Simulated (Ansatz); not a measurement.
Consider the ligand exchange at a Zr–Cl bond: `C[N](C)[Zr]([Cl])([N](C)C)[N](C)C` + HI → `C[N](C)[Zr]([I])([N](C)C)[N](C)C` + HCl.

Isolated molecules relaxed with PBE0-D4/def2-TZVP in Ansatz; ΔE leaves out vibrations. CCSD(T)/CBS adds triple-zeta CCSD(T) − MP2 to the extrapolated MP2 energy (def2 sets, frozen cores). This one scheme is used for every species. DFT in def2-TZVPP. def2 core potentials past Kr. For I, Zr outer-core shells are correlated without core-valence functions, which leaves a few kJ/mol of doubt a bond. Each species was taken in one conformer, which may not be the lowest.

CCSD(T)/CBS gives -0.09 eV.

**Question.** Another level gave -0.01 eV. Which?
A. CAM-B3LYP/def2-TZVPP
B. LC-ωPBE/def2-TZVPP
C. LDA (SPW92)/def2-TZVPP
D. SCS-MP2/def2-TZVPP

**Answer.** C. LDA (SPW92) -0.01, CAM-B3LYP 0.10, SCS-MP2/def2-TZVPP -0.10, LC-ωPBE 0.04 eV.

Largest T1 diagnostic among the species: 0.015.

Leaving LDA and LC-ωPBE aside and taking each functional with its dispersion term where it has one, the values, not all of them listed here, spread over 0.20 eV, from PBE-QIDH to B97M-V. LDA lies −0.05 eV from PBE without D4. At CCSD(T), def2-SVP lies +0.12 eV from the extrapolated value and def2-TZVPP +0.02 eV. From PBE to PBE0 (25 % exact exchange), in def2-TZVPP and without D4, ΔE moves by −0.03 eV.
